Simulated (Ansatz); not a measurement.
A saddle search, step by step

Si4NH12O3F, singlet, revPBE-D4/def2-TZVP (Ansatz 0.2.0). Settings; a guess of the unstable mode was typed too, and convergence needs a confirmed negative curvature besides the force tolerance:

```yaml
hamiltonian: {xc: {name: revPBE}, dispersion: d4}
saddle:
  f_tol: 0.05
  max_steps: 40
```

Start:

Si1  (0.548, -0.716, 1.448)
O2  (0.171, 0.568, -0.418)
Si3  (-0.154, 1.367, -1.881)
O4  (-1.007, -0.279, 1.835)
Si5  (-2.285, 0.627, 1.055)
O6  (0.808, -1.913, 0.346)
Si7  (0.539, -2.120, -1.235)
F8  (1.183, -1.365, 2.798)
H9  (1.384, 1.059, 0.366)
N10  (1.708, 0.640, 1.339)
H11  (-1.296, 2.388, -1.656)
H12  (1.005, 1.946, -2.451)
H13  (-0.847, 0.347, -2.783)
H14  (-3.194, 0.430, 2.166)
H15  (-1.695, 2.119, 1.057)
H16  (-2.579, 0.186, -0.067)
H17  (1.513, -1.321, -2.095)
H18  (0.736, -3.626, -1.373)
H19  (-0.988, -1.906, -1.504)
H20  (2.763, 0.277, 1.182)
H21  (1.683, 1.239, 2.214)
(Å)

```
step  energy less the last (meV)  largest force component (eV/Å)
   1                      1901.4                           7.543
   2                       546.7                           3.942
   3                       136.7                           1.697
   4                        24.5                           0.703
   5                         2.3                           0.269
   6                        -0.7                           0.092
   7                         0.2                           0.092
   8                         2.4                           0.115
   9                         2.4                           0.079
  10                         1.5                           0.199
  11                         0.9                           0.031
  12                         0.5                           0.013
  13                         0.3                           0.009
  14                         0.1                           0.008
  15                         0.1                           0.003
  16                         0.0                           0.008
  17                         0.0                           0.001
```

Step 11, positions (Å) and forces (eV/Å):

```json
{"atom": "Si1", "x": "0.534", "y": "-0.734", "z": "1.428", "Fx": "0.026", "Fy": "0.006", "Fz": "0.000"}
{"atom": "O2", "x": "0.142", "y": "0.580", "z": "-0.408", "Fx": "-0.005", "Fy": "-0.020", "Fz": "0.018"}
{"atom": "Si3", "x": "-0.243", "y": "1.312", "z": "-1.822", "Fx": "0.001", "Fy": "0.000", "Fz": "0.003"}
{"atom": "O4", "x": "-0.943", "y": "-0.258", "z": "1.892", "Fx": "-0.031", "Fy": "0.000", "Fz": "-0.003"}
{"atom": "Si5", "x": "-2.150", "y": "0.652", "z": "1.156", "Fx": "0.007", "Fy": "0.006", "Fz": "0.014"}
{"atom": "O6", "x": "0.845", "y": "-1.928", "z": "0.377", "Fx": "0.004", "Fy": "-0.012", "Fz": "-0.005"}
{"atom": "Si7", "x": "0.499", "y": "-2.175", "z": "-1.246", "Fx": "-0.002", "Fy": "0.006", "Fz": "-0.006"}
{"atom": "F8", "x": "1.123", "y": "-1.362", "z": "2.809", "Fx": "-0.007", "Fy": "0.004", "Fz": "-0.003"}
{"atom": "H9", "x": "1.360", "y": "1.066", "z": "0.443", "Fx": "0.002", "Fy": "0.007", "Fz": "0.000"}
{"atom": "N10", "x": "1.790", "y": "0.652", "z": "1.349", "Fx": "0.014", "Fy": "0.009", "Fz": "0.007"}
{"atom": "H11", "x": "-1.242", "y": "2.421", "z": "-1.624", "Fx": "0.003", "Fy": "-0.004", "Fz": "0.002"}
{"atom": "H12", "x": "0.983", "y": "1.931", "z": "-2.446", "Fx": "0.000", "Fy": "-0.003", "Fz": "0.004"}
{"atom": "H13", "x": "-0.827", "y": "0.365", "z": "-2.832", "Fx": "0.000", "Fy": "0.001", "Fz": "0.002"}
{"atom": "H14", "x": "-3.297", "y": "0.535", "z": "2.111", "Fx": "0.002", "Fy": "0.002", "Fz": "0.001"}
{"atom": "H15", "x": "-1.764", "y": "2.089", "z": "1.064", "Fx": "0.006", "Fy": "-0.002", "Fz": "-0.002"}
{"atom": "H16", "x": "-2.581", "y": "0.104", "z": "-0.159", "Fx": "0.000", "Fy": "-0.007", "Fz": "-0.017"}
{"atom": "H17", "x": "1.405", "y": "-1.372", "z": "-2.118", "Fx": "-0.002", "Fy": "0.003", "Fz": "-0.001"}
{"atom": "H18", "x": "0.791", "y": "-3.625", "z": "-1.465", "Fx": "-0.002", "Fy": "0.000", "Fz": "-0.002"}
{"atom": "H19", "x": "-0.933", "y": "-1.909", "z": "-1.548", "Fx": "-0.002", "Fy": "0.001", "Fz": "0.003"}
{"atom": "H20", "x": "2.750", "y": "0.319", "z": "1.230", "Fx": "-0.015", "Fy": "0.005", "Fz": "0.001"}
{"atom": "H21", "x": "1.752", "y": "1.282", "z": "2.154", "Fx": "0.000", "Fy": "-0.002", "Fz": "-0.017"}
```

Last step (17):

```json
{"atom": "Si1", "x (Å)": "0.5440", "y (Å)": "-0.7448", "z (Å)": "1.4279"}
{"atom": "O2", "x (Å)": "0.1375", "y (Å)": "0.5696", "z (Å)": "-0.4076"}
{"atom": "Si3", "x (Å)": "-0.2389", "y (Å)": "1.3026", "z (Å)": "-1.8236"}
{"atom": "O4", "x (Å)": "-0.9475", "y (Å)": "-0.2975", "z (Å)": "1.8764"}
{"atom": "Si5", "x (Å)": "-2.1342", "y (Å)": "0.6440", "z (Å)": "1.1451"}
{"atom": "O6", "x (Å)": "0.8837", "y (Å)": "-1.9253", "z (Å)": "0.3700"}
{"atom": "Si7", "x (Å)": "0.4950", "y (Å)": "-2.1666", "z (Å)": "-1.2458"}
{"atom": "F8", "x (Å)": "1.1321", "y (Å)": "-1.3684", "z (Å)": "2.8101"}
{"atom": "H9", "x (Å)": "1.3383", "y (Å)": "1.0710", "z (Å)": "0.4497"}
{"atom": "N10", "x (Å)": "1.7708", "y (Å)": "0.6673", "z (Å)": "1.3605"}
{"atom": "H11", "x (Å)": "-1.1988", "y (Å)": "2.4440", "z (Å)": "-1.6196"}
{"atom": "H12", "x (Å)": "0.9997", "y (Å)": "1.8759", "z (Å)": "-2.4654"}
{"atom": "H13", "x (Å)": "-0.8659", "y (Å)": "0.3670", "z (Å)": "-2.8178"}
{"atom": "H14", "x (Å)": "-3.2846", "y (Å)": "0.5357", "z (Å)": "2.0975"}
{"atom": "H15", "x (Å)": "-1.7224", "y (Å)": "2.0754", "z (Å)": "1.0749"}
{"atom": "H16", "x (Å)": "-2.5746", "y (Å)": "0.1203", "z (Å)": "-0.1778"}
{"atom": "H17", "x (Å)": "1.3716", "y (Å)": "-1.3564", "z (Å)": "-2.1403"}
{"atom": "H18", "x (Å)": "0.7875", "y (Å)": "-3.6150", "z (Å)": "-1.4785"}
{"atom": "H19", "x (Å)": "-0.9473", "y (Å)": "-1.9078", "z (Å)": "-1.5057"}
{"atom": "H20", "x (Å)": "2.7390", "y (Å)": "0.3563", "z (Å)": "1.2509"}
{"atom": "H21", "x (Å)": "1.7111", "y (Å)": "1.2997", "z (Å)": "2.1622"}
```

The run took 3.7 min on 4 CPU threads of an AMD EPYC 7R13 and a share of one NVIDIA H100 (shared host), with 1.4 GiB of host memory at its peak.
